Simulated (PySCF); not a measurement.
Species: Se6.
Atom-mapped SMILES: `[Se:1]1[Se:2][Se:3][Se:4][Se:5][Se:6]1`

Computed with PySCF 2.14.0, PBE0-D3(BJ)/def2-TZVP geometry optimisation, gas phase.

Task: List the bond lengths, angles and torsions at this level.

Result: 
| bond | length (Å) |
| --- | --- |
| Se1–Se2 and 5 like bonds | 2.334 |

Bonds in one row agree within 0.01 Å and their mean is given. A selection of angles:
| angle | degrees |
| --- | --- |
| Se2–Se1–Se6 | 101.2 |

Torsions: Se6–Se1–Se2–Se3 -76° (synclinal); Se1–Se2–Se3–Se4 76° (synclinal); Se2–Se3–Se4–Se5 -76° (synclinal); Se3–Se4–Se5–Se6 76° (synclinal); Se4–Se5–Se6–Se1 -76° (synclinal); Se2–Se1–Se6–Se5 76° (synclinal).

All internal angles of the 6-membered ring Se1–Se2–Se3–Se4–Se5–Se6 are 101.2°; it is puckered, 0.53 Å rms from its mean plane, widest ring torsion 76°. All 6 Se–Se bonds measure 2.333 to 2.334 Å.

Point group: D3d (every atom within 0.08 Å of its image). Whether it is a minimum is left open (no frequencies). One conformer, not necessarily the lowest.

Hardware: one thread, Arm Neoverse V1 (aarch64), on a shared host. Cost: 9.8 min wall, 1.9 GiB resident at most. That covers the optimisation of the geometry.
